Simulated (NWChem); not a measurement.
System: GeBr cation, singlet

The following NWChem deck was run.

```
start job
memory heap 200 mb stack 900 mb global 1100 mb
charge 1
geometry units angstroms noautoz
  Ge     0.000000     0.000000    -1.167360
  Br     0.000000     0.000000     1.067563
end
basis spherical
  * library def2-tzvp
end
dft
  xc xcamb88 1.00 lyp 0.81 vwn_5 0.19 hfexch 1.00
  cam 0.33 cam_alpha 0.19 cam_beta 0.46
  iterations 150
  mulliken
end
task dft energy
```

Low-valent species are run as closed-shell singlets; no triplet was tried in these runs. Structure relaxed at the B3LYP/6-31G* (spherical d) level.

Problem. Predict the main results of this run. (CAM-B3LYP/def2-TZVP.) Quantities: energy (Ha); highest occupied level (eV); orbital gap (eV).

Solution. 
- energy (Ha): -4651.14
- highest occupied level (eV): -16.58
- orbital gap (eV): 8.18
